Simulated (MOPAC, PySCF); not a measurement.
H$_{3}$Ga, SMILES `[GaH3]`, neutral singlet in the gas phase. 

Cartesian coordinates (Å):
```xyz
4

Ga     0.0001     0.0000    -0.0002
H      1.5658    -0.1045     0.0072
H     -0.8735    -1.3037    -0.0082
H     -0.6924     1.4082     0.0011
```
Charge 0, multiplicity 1.

All levels are single points at this geometry (B3LYP-D3(BJ)/def2-TZVP); Pople sets use spherical d functions. Orbital energies aren't observables, and empty levels follow the basis.

```json
[
 {"level": "B3LYP-D3(BJ)/def2-TZVP in PySCF", "HOMO (eV)": "-8.41", "LUMO (eV)": "-2.12", "gap (eV)": "6.29", "dipole (D)": "0.00", "vertical IE, Delta-SCF (eV)": "11.22"},
 {"level": "M06-2X/def2-TZVP in PySCF", "HOMO (eV)": "-9.71", "LUMO (eV)": "-1.26", "gap (eV)": "8.45", "dipole (D)": "0.00", "vertical IE, Delta-SCF (eV)": "11.23"},
 {"level": "B3LYP/LANL2DZ in PySCF", "HOMO (eV)": "-8.51", "LUMO (eV)": "-2.03", "gap (eV)": "6.49", "dipole (D)": "0.00", "vertical IE, Delta-SCF (eV)": "–"},
 {"level": "SVWN5/6-31G* in PySCF", "HOMO (eV)": "-7.41", "LUMO (eV)": "-2.90", "gap (eV)": "4.51", "dipole (D)": "0.00", "vertical IE, Delta-SCF (eV)": "–"},
 {"level": "AM1 in MOPAC", "HOMO (eV)": "-10.18", "LUMO (eV)": "-1.15", "gap (eV)": "9.03", "dipole (D)": "0.00", "vertical IE, Delta-SCF (eV)": "–"},
 {"level": "PM3 in MOPAC", "HOMO (eV)": "-11.85", "LUMO (eV)": "-3.80", "gap (eV)": "8.05", "dipole (D)": "0.00", "vertical IE, Delta-SCF (eV)": "–"}
]
```
